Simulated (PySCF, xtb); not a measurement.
Se(F)(NH2) (FH₂NSe), SMILES F[Se]N.

Geometry optimised at PBE0-D3(BJ)/def2-TZVP. The values are those of a single conformer.

Computed with PySCF 2.14.0 with C-PCM-ωB97X/def2-SVP.

The values are the electrostatic part of the solvation free energy, E(continuum) − E(gas) at the gas-phase geometry, in a cavity of scaled van der Waals radii (PySCF's table); cavitation and dispersion terms are not included. In vacuum the orbital gap is 10.54 eV. The dipole moment in vacuum is 2.34 D.

| solvent | ε | ΔG(elec) (kcal/mol) | dipole (D) | gap (eV) |
|---|---|---|---|---|
| water | 78.36 | -5.8 | 2.94 | 10.55 |
| diethylether | 4.24 | -4.4 | 2.78 | 10.55 |
| 2-propanol | 19.26 | -5.5 | 2.91 | 10.55 |

For comparison, GFN2-xTB/ALPB(water) (xtb, at the GFN2-xTB geometry, all terms of that model) gives -6.4 kcal/mol.
